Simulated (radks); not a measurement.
Question: Neutral cerium, 58 electrons, occupied as [Xe] 4f(up 0.625, down 0.375) 5d(up 0.5, down 0.5) 6s2 (fractional occupations, a model configuration). All-electron calculation, scalar-relativistic Kohn-Sham, SCAN, spin-polarised, spherical densities, finite nucleus; meta-GGA in the generalised Kohn-Sham scheme; Fermi nuclear charge, rms radius 4.8771 fm. Program: a radial shooting solver on a logarithmic mesh with Libxc functionals. Some entries of the table are withheld. Estimate them.

| orbital | occ. | eigenvalue (hartree) | <r> (bohr) |
|---|---|---|---|
| 1s up | 1 | -1482.193 | 0.02457 |
| 1s down | 1 | -1482.193 | 0.02457 |
| 2s up | 1 | -238.0626 | 0.1052 |
| 2s down | 1 | -238.0626 | 0.1052 |
| 2p up | 3 | -213.0646 | 0.09237 |
| 2p down | 3 | -213.0646 | 0.09237 |
| 3s up | 1 | -51.57881 | 0.2781 |
| 3s down | 1 | -51.57596 | 0.2781 |
| 3p up | 3 | -43.56574 | 0.2764 |
| 3p down | 3 | -43.56282 | 0.2763 |
| 3d up | 5 | -32.20946 | 0.2536 |
| 3d down | 5 | -32.20706 | 0.2536 |
| 4s up | 1 | -10.55983 | 0.6374 |
| 4s down | 1 | -10.55156 | 0.6374 |
| 4p up | 3 | -7.92879 | 0.6748 |
| 4p down | 3 | -7.92021 | 0.6748 |
| 4d up | 5 | -4.13672 | 0.7450 |
| 4d down | 5 | -4.12751 | 0.7450 |
| 5s up | 1 | -1.54036 | 1.521 |
| 5s down | 1 | -1.53653 | 1.523 |
| 5p up | 3 | -0.88336 | 1.759 |
| 5p down | 3 | -0.88039 | 1.761 |
| 4f up | 0.625 | -0.18568 | 1.109 |
| 4f down | 0.375 | -0.17648 | 1.113 |
| 6s up | 1 | -0.14229 | (1) |
| 6s down | 1 | -0.14166 | (2) |
| 5d up | 0.5 | -0.10912 | (3) |
| 5d down | 0.5 | -0.10679 | (4) |

Answer: 
(1) 6s up <r> (bohr): 4.378
(2) 6s down <r> (bohr): 4.396
(3) 5d up <r> (bohr): 2.948
(4) 5d down <r> (bohr): 2.965
